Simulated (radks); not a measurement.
Results of a calculation; reference values are marked as such.
Valence configurations of Pm IV (all share [Xe]). Level of theory: Dirac Kohn-Sham, PBE, spin-unpolarised, spherical densities, point nucleus; open shells are shared between the two j in proportion to 2j + 1 (a radial shooting solver on a logarithmic mesh with Libxc functionals). Energies are relative to 4f4; eigenvalues in eV.

| valence | E (eV) | e(4f5/2) | e(4f7/2) | e(5d3/2) | e(5d5/2) | e(6p1/2) |
|---|---|---|---|---|---|---|
| 4f4 | 0.000 | -31.925 | -31.396 | - | - | - |
| 4f3.5 6p0.5 | 8.360 | -37.287 | -36.731 | - | - | -18.619 |
| 4f3 5d1 | 9.787 | -38.798 | -38.219 | -26.355 | -25.927 | - |
| 4f3 6s1 | 13.643 | -41.921 | -41.339 | - | - | - |
| 4f3 6p1 | 18.883 | -42.955 | -42.373 | - | - | -19.798 |
| 4f2 5d2 | 24.981 | -46.384 | -45.756 | -28.182 | -27.701 | - |
| 4f2.5 6s1 6p0.5 | 26.263 | -47.868 | -47.259 | - | - | -20.393 |
| 4f2 6s2 | 35.642 | -53.042 | -52.408 | - | - | - |
| 4f2 6p2 | 47.076 | -55.051 | -54.416 | - | - | -21.996 |
| 4f1 5d1 6s2 | 59.252 | -61.509 | -60.826 | -34.592 | -33.990 | - |

NIST lists [Xe] 4f4 as the ground configuration; this level of theory agrees among the configurations tried. The energies are those of spherical spin-averaged densities, not of single terms.
